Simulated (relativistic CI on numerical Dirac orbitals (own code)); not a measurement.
**Pd5+: resonant inelastic scattering at the M2,3 edge**

Computed with this model: Dirac-Coulomb-Breit CI, KLI orbitals optimised for each configuration, QED by a radiative potential, valence Slater integrals scaled by 0.7, Kramers-Heisenberg scattering through one core-hole configuration in a parametric crystal field; configurations [Kr] 4d5 → [Ne] 3s2 3p5 3d10 4s2 4p6 4d6; 10 K; core-hole width 3 eV; summed over polarisations. Incident energies are the highest absorption maxima for each field (at most a few, so the weaker spin-orbit partner edge can be absent), on the computed scale of the free ion. Intensities are in per cent of the strongest line above 0.02 eV; levels within 1 cm⁻¹ are merged; final levels count from the ground level, the first row holds all elastic scattering, lines under 0.4 are left out and each table stops after 24 rows. The scale of the Slater integrals is a model choice and moves the terms in proportion.

Field parameters in Wybourne normalisation: Td as Oh with Dq negative (B⁴₀ = 21Dq, B⁴₄ = √(5/14) B⁴₀). The field is a parameter set, without covalency.

S is read from ⟨S²⟩ = S(S + 1).

Td, 10Dq = -3800 cm⁻¹:

```csv
Final level (eV),Degeneracy,Irrep,S,543.1 eV,571.6 eV
0.000,6,Γ7+Γ8,2.48,3967.7,410.0
2.479,4,Γ8,1.41,43.6,14.1
2.562,2,Γ7,1.47,29.3,9.3
2.584,2,Γ6,1.49,5.3,5.4
2.589,4,Γ8,1.48,33.0,12.7
2.769,2,Γ7,1.43,1.4,0.9
2.774,2,Γ6,1.48,2.2,4.2
2.778,4,Γ8,1.47,4.0,7.0
2.797,4,Γ8,1.47,5.3,5.1
2.847,4,Γ8,1.47,5.1,5.4
2.861,2,Γ7,1.47,1.2,1.8
2.865,2,Γ6,1.46,2.0,1.6
2.896,4,Γ8,1.49,3.9,6.3
3.190,2,Γ7,1.47,32.9,17.2
3.232,4,Γ8,1.47,61.7,30.8
3.266,4,Γ8,1.47,29.6,10.0
3.339,2,Γ7,1.47,50.9,39.3
3.411,2,Γ6,1.48,11.4,5.8
3.479,4,Γ8,1.45,100.0,82.1
3.550,2,Γ6,1.47,52.4,44.3
3.641,4,Γ8,0.73,5.7,4.1
3.733,2,Γ6,1.49,3.3,4.2
3.766,2,Γ7,1.04,13.0,8.1
3.776,4,Γ8,1.33,54.5,33.5
```

Td, 10Dq = -8550 cm⁻¹:

| Final level (eV) | Degeneracy | Irrep | S | 543.2 eV | 571.6 eV |
| --- | --- | --- | --- | --- | --- |
| 0.000 | 6 | Γ7+Γ8 | 2.47 | 6677.4 | 660.5 |
| 1.922 | 4 | Γ8 | 1.33 | 100.0 | 25.2 |
| 2.016 | 2 | Γ7 | 1.43 | 66.1 | 15.6 |
| 2.058 | 2 | Γ6 | 1.49 | 14.8 | 10.6 |
| 2.078 | 4 | Γ8 | 1.48 | 63.4 | 19.9 |
| 2.504 | 4 | Γ8 | 1.40 | 35.6 | 24.0 |
| 2.528 | 2 | Γ6 | 1.48 | 8.9 | 9.9 |
| 2.552 | 4 | Γ8 | 1.47 | 32.3 | 24.8 |
| 2.573 | 2 | Γ7 | 1.43 | 26.5 | 12.3 |
| 2.766 | 4 | Γ8 | 1.04 | 16.0 | 9.6 |
| 2.813 | 4 | Γ8 | 1.34 | 15.1 | 6.1 |
| 2.826 | 2 | Γ7 | 1.39 | 7.6 | 3.5 |
| 2.837 | 2 | Γ6 | 1.39 | 12.5 | 6.2 |
| 2.896 | 4 | Γ8 | 1.43 | 16.8 | 13.3 |
| 2.954 | 2 | Γ7 | 1.13 | 28.5 | 29.6 |
| 3.097 | 2 | Γ7 | 1.10 | 22.7 | 17.0 |
| 3.233 | 4 | Γ8 | 1.48 | 72.4 | 57.2 |
| 3.285 | 4 | Γ8 | 1.42 | 74.1 | 36.2 |
| 3.362 | 2 | Γ6 | 1.29 | 36.4 | 28.5 |
| 3.412 | 2 | Γ6 | 1.01 | 4.8 | 0.8 |
| 3.420 | 2 | Γ7 | 1.39 | 53.1 | 32.1 |
| 3.461 | 4 | Γ8 | 1.11 | 67.6 | 51.8 |
| 3.590 | 2 | Γ6 | 1.42 | 67.3 | 52.7 |
| 3.610 | 4 | Γ8 | 1.11 | 68.5 | 51.6 |

For the first field the strongest loss at the lowest incident energy is the level at 3.48 eV (S = 1.45, against 2.48 in the thermal ground state). Levels of other spin, the first over 8 % at 2.48 eV, appear because spin-orbit coupling of the core hole, and in heavier ions of the valence shell too, mixes spins.
